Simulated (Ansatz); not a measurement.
Basis sets compared for the cluster Li₆N₂. The state is a singlet with charge 0. Geometry r2SCAN-D4/def2-TZVP. Ansatz on 4 threads of Arm Neoverse V2 on a shared host; times are rough, and most runs start from earlier orbitals.

```xyz
8

Li    0.707    0.328    1.176
Li    2.754    1.418   -0.921
Li    0.345   -0.569   -1.251
Li    0.021   -2.423    0.894
Li   -0.316    2.008   -0.695
Li   -2.276   -0.317    0.455
N    -0.704    0.444   -0.063
N    -0.531   -0.889    0.404
```

The restricted singlet is unstable towards broken spin symmetry in Hartree–Fock (as tested in another run); at PBE-D4/def2-SVP, PBE-D4/def2-TZVP, PBE-D4/def2-TZVPD, r2SCAN-D4/def2-TZVP and others this wasn't settled. The structure comes from a short search, and lower isomers may exist.

Binding counts from free atoms (Li doublet, N quartet) in the same basis, without a counterpoise term.

| level | functions | energy (Eh) | HOMO (eV) | LUMO (eV) | binding per atom (eV) | wall time |
| --- | --- | --- | --- | --- | --- | --- |
| PBE-D4/def2-SVP | 82 | -154.3001 | -2.13 | -1.65 | 2.19 | 0.95 s |
| PBE-D4/def2-TZVP | 146 | -154.4571 | -2.27 | -1.70 | 2.11 | 1.1 s |
| r2SCAN-D4/def2-TZVP (with forces) | 146 | -154.6167 | -2.27 | -1.46 | 1.96 | 3.1 s |
| PBE0-D4/def2-SVP | 82 | -154.3085 | -2.91 | -1.17 | 2.02 | 1 s |
| PBE0-D4/def2-TZVP | 146 | -154.4640 | -3.00 | -1.19 | 1.95 | 1.2 s |

Q: Estimate the rows for PBE-D4/def2-TZVPD, r2SCAN-D4/def2-TZVPD, PBE0-D4/def2-TZVPD.

A: 
| level | functions | energy (Eh) | HOMO (eV) | LUMO (eV) | binding per atom (eV) | wall time |
| --- | --- | --- | --- | --- | --- | --- |
| PBE-D4/def2-TZVPD | 176 | -154.4589 | -2.32 | -1.75 | 2.12 | 1.7 s |
| r2SCAN-D4/def2-TZVPD | 176 | -154.6185 | -2.32 | -1.50 | 1.97 | 3.4 s |
| PBE0-D4/def2-TZVPD | 176 | -154.4656 | -3.04 | -1.24 | 1.96 | 2 s |
